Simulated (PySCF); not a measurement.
Argon: a sound run and one with changed settings

Sound run: Ar²⁺ [Ne] 3s2 3p4, Ar³⁺ [Ne] 3s2 3p3. All numbers are calculated (PySCF 2.14, scalar relativity by spin-free X2C-1e, in jorge-DZP-DKH (7s4p1d, 24 functions)). In the sound run the correlated levels freeze [Ne]. The sound run starts from symmetry-adapted Hartree-Fock orbitals and uses a fine grid where one is needed.

Changed run: all electrons correlated in a basis built for the valence shell.

```csv
species,method,sound run (hartree),changed run (hartree),converged
Ar²⁺,MP2,-527.20067,-527.24916,yes
Ar²⁺,CCSD(T),-527.22071,-527.26925,yes
Ar³⁺,MP2,-525.73758,-525.78649,yes
Ar³⁺,CCSD(T),-525.75718,-525.80626,yes
```

Ionisation energy of Ar²⁺:

| method | sound run (eV) | changed run (eV) |
| --- | --- | --- |
| UHF | 39.286 | 39.286 |
| MP2 | 39.813 | 39.801 |
| SCS-MP2 | 39.843 | 39.831 |
| CCSD | 39.818 | 39.803 |
| CCSD(T) | 39.825 | 39.810 |

A valence basis has no tight correlating functions, so it recovers only part of the core correlation, and not evenly between atom and ion.

For comparison, NIST gives 40.735 ± 0.012 eV between the lowest levels.
